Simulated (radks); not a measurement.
Task: These are the eigenvalues of the occupied orbitals of an atom or ion with whole-number occupations (eV). Method: scalar-relativistic Kohn-Sham, BLYP, spin-unpolarised, spherical densities, point nucleus; computed with a radial shooting solver on a logarithmic mesh with Libxc functionals.

1s: -59305.03
2s: -10011.11
2p: -8839.567
3s: -2254.744
3p: -1900.086
3d: -1462.410
4s: -449.1775
4p: -332.6614
4d: -178.0302
5s: -59.9419
5p: -33.4445
4f: -9.5839
6s: -9.2291

Which element is it, and in what charge state? The configuration may be excited.

Result: Z = 69, thulium, charge +1: Tm+ in [Xe] 4f13 6s1. The list shows which subshells hold electrons but not how many an open one holds; the 1s level, -2179.4 hartree, gives Z - s = 66.0 by -(Z - s)^2/2, which with screening and relativity narrows Z to a few neighbours, and the depths of the outer levels then fix element, charge and occupations together.
